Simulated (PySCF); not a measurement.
**Working out the ionisation energy of Be+**

Be+ [He] 2s1 (2S) → Be(2+) 1s2 (1S). Computed with PySCF 2.14 in aug-cc-pCVTZ-DK with one added diffuse shell each of s, p, d, f type (8s7p5d3f, 75 functions), with the spin-free X2C one-electron Hamiltonian (Gaussian nucleus). Frozen: nothing. Energies in hartree (1 hartree = 27.21139 eV):

| part | Be+ (lower) | Be(2+) (upper) |
| --- | --- | --- |
| UHF | -14.279771 | -13.613525 |
| CCSD correlation | -0.043221 | -0.040840 |
| (T) | -0.000021 | 0.000000 |

Problem. What does Hartree-Fock give?

Solution. (-13.613525) − (-14.279771) = 0.666246 hartree = 18.129 eV.

Problem. What do CCSD and CCSD(T) give?

Solution. The CCSD correlation energies differ by 0.002381 hartree = 0.065 eV and the triples by 0.000021 hartree = 0.001 eV, so CCSD gives 18.194 eV and CCSD(T) 18.195 eV.

Measured between the centres of the two terms (NIST): 18.211 eV, so CCSD(T) (valence and next inner shell) is off by -0.016 eV.

What remains against the reference includes basis incompleteness and higher excitations.
